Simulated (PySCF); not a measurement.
Ga(H)(F)(NH2) (FGaH3N), SMILES [NH2][GaH][F]. Atoms are numbered in the order given.

```xyz
6

Ga    -0.3365    -0.0452     0.0000
H     -1.8574    -0.2957     0.0000
F      0.7471    -1.4373     0.0000
N      0.5551     1.5194     0.0000
H      1.5598     1.5720     0.0000
H      0.1187     2.4250     0.0000
```

Geometry: ωB97X-D3(BJ)/def2-TZVP. The values are those of a single conformer.

Computed with TDA-ωB97X/def2-SVPD (PySCF).

Vertical excitations. Gas-phase values at a fixed geometry. State labels are in the subgroup Cs.

**Question.** List the lowest excited states. (Estimate from the structure and the level; the computed values follow.)

**Answer.** 
| state | symmetry | energy (eV) | λ (nm) | f | main pairs |
|---|---|---|---|---|---|
| S1 | A" | 6.67 | 186 | 0.078 | HOMO→LUMO+1 82 % |
| S2 | A' | 6.98 | 178 | 0.109 | HOMO→LUMO 93 % |
| S3 | A" | 7.70 | 161 | 0.052 | HOMO−1→LUMO 62 %, HOMO→LUMO+2 30 % |
| S4 | A" | 7.75 | 160 | 0.014 | HOMO→LUMO+2 52 %, HOMO−1→LUMO 35 % |
| S5 | A" | 8.70 | 142 | 0.001 | HOMO→LUMO+3 55 %, HOMO→LUMO+4 20 %, HOMO→LUMO+9 9 % |
| S6 | A' | 8.77 | 141 | 0.172 | HOMO−1→LUMO+2 42 %, HOMO−1→LUMO+1 37 % |
| S7 | A" | 9.06 | 137 | 0.011 | HOMO→LUMO+5 34 %, HOMO−3→LUMO 32 %, HOMO→LUMO+4 15 %, HOMO→LUMO+9 8 % |
| S8 | A" | 9.12 | 136 | 0.016 | HOMO−3→LUMO 61 %, HOMO→LUMO+5 17 % |
| S9 | A" | 9.31 | 133 | 0.015 | HOMO→LUMO+4 43 %, HOMO→LUMO+5 16 %, HOMO→LUMO+3 12 %, HOMO→LUMO+9 12 % |
| S10 | A' | 9.35 | 133 | 0.029 | HOMO−2→LUMO 72 %, HOMO−3→LUMO+1 11 % |
| T1 | A' | 5.84 | 212 | 0 | HOMO→LUMO 94 % |
| T2 | A" | 6.27 | 198 | 0 | HOMO→LUMO+1 75 %, HOMO→LUMO+3 14 % |
| T3 | A" | 7.26 | 171 | 0 | HOMO−1→LUMO 95 % |
| T4 | A" | 7.70 | 161 | 0 | HOMO→LUMO+2 81 % |
Triplets are in the Tamm–Dancoff approximation.
